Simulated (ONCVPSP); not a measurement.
**PBEsol ONCV dataset for rhenium (Re), scalar-relativistic all-electron reference.**

ONCVPSP 4.0.1 input, shortened (lines: element, Z, core and valence counts, functional; n l f; lmax; l rc ep ncon nbas qcut; lloc lpopt rc5 dvloc0; l nproj debl; icmod fcfact rcfact), PBEsol, scalar-relativistic:

```
  Re 75.00   10    4  -116133      upf
    1    0    2.00
    2    0    2.00
    2    1    6.00
    3    0    2.00
    3    1    6.00
    3    2   10.00
    4    0    2.00
    4    1    6.00
    4    2   10.00
    4    3   14.00
    5    0    2.00
    5    1    6.00
    5    2    5.00
    6    0    1.00
    2
    0    1.70    0.00    4    8    6.30
    1    1.65    0.00    3    8    6.70
    2    2.65    0.00    4    9    5.60
    4    5    1.60    0.00
    0    2    1.10
    1    2    0.80
    2    2    1.20
    1    0.50    0.00
```

In the p channel the program set the typed energies aside and used -2.016, 0.250 Ha.

Poles of the logarithmic derivatives, all-electron (AE) and pseudo (PS). s: poles at -3.1 (AE) and -3.1 (PS) Ha. p: poles at -1.2 (AE) and -1.2 (PS) Ha. d: poles at -0.3, 2.7 (AE) and -0.3, 2.8 (PS) Ha. Test radii: s 1.73, p 1.68, d 2.69 bohr.

* Cutoffs needed: 16 Ha and 20 Ha (the cutoffs (Ha) at which the residual kinetic energy of the hardest occupied pseudo-wave falls to 1 and 0.1 mHa per electron)
* Ghost test: no bound ghost flagged; GHOST(+) flagged for s at 281.5 eV
* Largest excitation error: -8.8 meV (all-electron minus pseudo) for 5s2 5p6 5d5 6s0, out of 4 test configurations
* rms error of d²Exc/dni dnj: 7.12 mHa without and 1.35 mHa with the model core
